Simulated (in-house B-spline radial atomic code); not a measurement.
## Binding energies in the zinc ion Zn²⁰⁺

NIST's tabulated ground configuration is [He] 2s2 2p6; each binding energy is the energy of the ion with one electron taken from that subshell, relaxed, less that of the parent. All numbers are computed (Dirac-Hartree-Fock, average of configuration; Fermi nucleus of rms radius 3.9283 fm) with a B-spline radial code for spherical atoms, not measured. Energies include first-order Breit, QED and recoil terms.

```csv
subshell,X-ray name,binding energy (eV),-ε (eV),relaxation (eV)
1s,K,10527.9,10566.1,20.0
2s,L1,2013.9,2017.7,2.2
2p1/2,L2,1868.3,1873.2,3.2
2p3/2,L3,1844,1848.1,3.0
```

Relaxation = -ε minus the binding energy without Breit, QED and recoil terms.

Emission lines follow as differences of binding energies, with λ = 12398.42 eV·Å / E:

| line | holes | energy (eV) | wavelength (Å) |
| --- | --- | --- | --- |
| K-L3 | 1s → 2p3/2 | 8683.9 | 1.4277 |
| K-L2 | 1s → 2p1/2 | 8659.6 | 1.4318 |

Q: What screening constant σ does Moseley's law, E = (3/4)·13.6057 eV·(Z - σ)², need for K-L3?

A: σ = 0.83.

Q: What does it cost to remove both a 1s and a 2p3/2 electron?

A: 12529 eV, which is 157.4 eV more than the two single binding energies together.

Q: What does it cost to remove two 2s electrons?

A: 4135.9 eV, which is 108.1 eV more than the two single binding energies together.

Q: What does it cost to remove two 2p1/2 electrons?

A: 3862 eV, which is 125.3 eV more than the two single binding energies together.
